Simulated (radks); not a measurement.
Valence configurations of Se I (all share [Ar]). All-electron calculation, scalar-relativistic Kohn-Sham, r2SCAN, spin-polarised, spherical densities, finite nucleus; open shells are filled with parallel spins first; meta-GGA in the generalised Kohn-Sham scheme; Fermi nuclear charge, rms radius 4.14 fm. Program: a radial shooting solver on a logarithmic mesh with Libxc functionals. Energies are relative to 3d10 4s2 4p4; eigenvalues in eV for spin up.

| valence | E (eV) | moment (Bohr magnetons) | e(3d) | e(4p) | e(4s) |
|---|---|---|---|---|---|
| 3d10 4s2 4p4 | 0.000 | 2 | -54.191 | -7.522 | -18.770 |
| 3d10 4s1 4p5 | 10.961 | 2 | -56.023 | -8.332 | -19.977 |
| 3d10 4p6 | 23.614 | 0 | -57.491 | -7.991 | - |
| 3d9.5 4s2 4p4.5 | 25.249 | 2 | -60.439 | -8.064 | -19.830 |
| 3d9.5 4s1.5 4p5 | 31.018 | 2 | -61.307 | -8.438 | -20.387 |
| 3d9 4s2 4p5 | 52.662 | 2 | -66.794 | -8.590 | -20.850 |
| 3d9 4s1 4p6 | 64.655 | 2 | -68.471 | -9.319 | -21.909 |
| 3d8 4s2 4p6 | 114.20 | 2 | -79.849 | -9.619 | -22.805 |

NIST lists [Ar] 3d10 4s2 4p4 as the ground configuration; this level of theory agrees among the configurations tried. The energies are those of spherical high-spin densities, not of single terms.
